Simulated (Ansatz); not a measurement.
palladium atom (Pd), singlet (core potentials on Pd); Ansatz (an electronic-structure program) with B3LYP/def2-TZVP.

Ansatz was given this input:
Ansatz 0.2 input:
```yaml
crystal:
  periodic: [false, false, false]
  atoms:
    - {symbol: Pd, position_ang: [0.00000000, 0.00000000, 0.00000000]}
basis:
  gaussian:
    orbitals: def2-TZVP
hamiltonian:
  xc: b3lyp
accuracy: high
```

Output, abridged:

```
Functional definition: B3LYP
384 factors; integrals over basis functions are off by at most 3.5e-9 eV
mean field evaluation 1: about -3474.7358 eV, gradient 6.2e1 eV
mean field evaluation 2: about -3170.7268 eV, gradient 2.5e2 eV
mean field evaluation 4: about -3480.5367 eV, gradient 1.2e1 eV
mean field evaluation 8: about -3480.7724 eV, gradient 9.6e-2 eV
mean field evaluation 16: about -3480.7724 eV, gradient 1.2e-6 eV
mean field -3480.77240856 eV, -127.9160266624 hartree, gradient 2.7e-8 eV, S^2 0.000000; 0 other end points of the search recorded, 0 dependent functions left out
reference -3480.77243162 eV, -127.9160275099 hartree; 9, 9 occupied and 31, 31 virtual orbitals, 384 factors
Total energy: -3480.77243162 eV, -127.9160275099 hartree
```
